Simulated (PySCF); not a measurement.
C₄H₂BrF, SMILES C#C/C(F)=C\Br. Coordinates come from a PBE-D3(BJ)/def2-SVP optimisation. The structure was generated by enumeration; whether it is a known compound was not checked.

Task: Give the equilibrium geometry at PBE-D3(BJ)/def2-SVP (PySCF confirms it by a frequency run) as a Z-matrix, and its point group. (An estimate is asked for; the answer gives what the named calculation found.)

Result: point group Cs.
```
C
F 1 1.3529
C 1 1.3572 2 117.78
H 3 1.0990 1 120.45 2 0.00
C 1 1.4200 2 115.26 3 180.00
C 5 1.2253 2 147.76 1 180.00
H 6 1.0815 2 159.01 1 180.00
Br 3 1.8718 4 116.09 1 180.00
```
